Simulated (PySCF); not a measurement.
C₅H₉N, SMILES C(=N\C(=C)C)/C.

Geometry optimised at B3LYP-D3(BJ)/def2-SVP. The structure was generated by enumeration; whether it is a known compound was not checked. Other conformers were not sampled.

Vertical ionisation energy (IE) and electron affinity (EA) in eV. Rows of orbital energies are one-electron estimates. Where ΔSCF, EOM or ADC give a negative EA the extra electron is unbound and the value depends on the basis.

```tsv
level	IE	EA
−ε(HOMO), −ε(LUMO), M06-2X/def2-TZVP (PySCF)	7.78	-0.41
−ε(HOMO), −ε(LUMO), PBE/def2-TZVP (PySCF)	?	?
```

Question: What belongs in the gaps? (An estimate is asked for; the answer gives what the named calculation found.)

Answer: 
- −ε(HOMO), −ε(LUMO), PBE/def2-TZVP (PySCF), IE: 5.41
- −ε(HOMO), −ε(LUMO), PBE/def2-TZVP (PySCF), EA: 1.59
